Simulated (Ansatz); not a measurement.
`N[SiH2]CF`, charge 0, multiplicity 1.

Give a relaxed structure at PBE0-D4/def2-TZVP (the Gaussian-basis code of Ansatz). (Estimate.)

The calculation gave: 
Z-matrix (Å, degrees):
```
Si
C 1 1.890
N 1 1.717 2 107.5
H 1 1.488 2 109.5 3 117.5
H 1 1.493 2 107.4 3 -125.3
F 2 1.398 1 109.1 3 59.0
H 2 1.095 1 111.5 3 -59.9
H 2 1.095 1 112.2 3 178.6
H 3 1.007 1 120.0 2 165.1
H 3 1.008 1 118.6 2 -53.5
```
This is one stationary point; other conformers may exist.
